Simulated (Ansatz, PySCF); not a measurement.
Dimer: SiH4 (SMILES [SiH4]) (first 5 atoms) with Si2H6 (SMILES [SiH3][SiH3]); geometry from B3LYP-D3(BJ)/def2-TZVP, rigid monomers moved along the line of their centres of mass till Si1···H11 is 4.29 Å.
(charge 0, multiplicity 1):
```xyz
13

Si    -0.09560     0.11066    -0.15922
H     -0.20769    -1.14788     0.61127
H     -1.44792     0.59387    -0.51598
H      0.68626    -0.13496    -1.39233
H      0.59194     1.12906     0.66523
Si     0.95487    -0.94089     5.06992
Si    -0.73189     0.68799     5.04805
H      0.36707    -2.29010     4.88853
H      1.66410    -0.90434     6.37264
H      1.94064    -0.70091     3.99010
H     -1.57700     0.56274     3.83632
H     -0.13902     2.04683     5.07184
H     -1.60093     0.52787     6.23975
```

Monomers are frozen at their geometry in the pair; levels with a basis set take the counterpoise correction.

Frozen-core correlation.

Codes used: Ansatz (Gaussian orbitals); PySCF for the dispersion terms. 

PBE/def2-TZVPPD gives -9.8 meV for the interaction energy.

### Question
Predict the shift from PBE, with its sign, for: PBE-D3(BJ)/def2-TZVPPD, r2SCAN/def2-TZVPPD, PBE0/def2-TZVPPD, wB97M-V/def2-TZVPPD, MP2/aug-cc-pV(D+d)Z, CCSD(T)/aug-cc-pV(D+d)Z.

### Answer
PBE-D3(BJ)/def2-TZVPPD -23.8; r2SCAN/def2-TZVPPD 1.4; PBE0/def2-TZVPPD 2.4; wB97M-V/def2-TZVPPD -13.6; MP2/aug-cc-pV(D+d)Z -12.3; CCSD(T)/aug-cc-pV(D+d)Z -13.5 meV. 2 of 6 lie above PBE; the widest gap is to PBE-D3(BJ)/def2-TZVPPD.

Ansatz is a first-principles code.
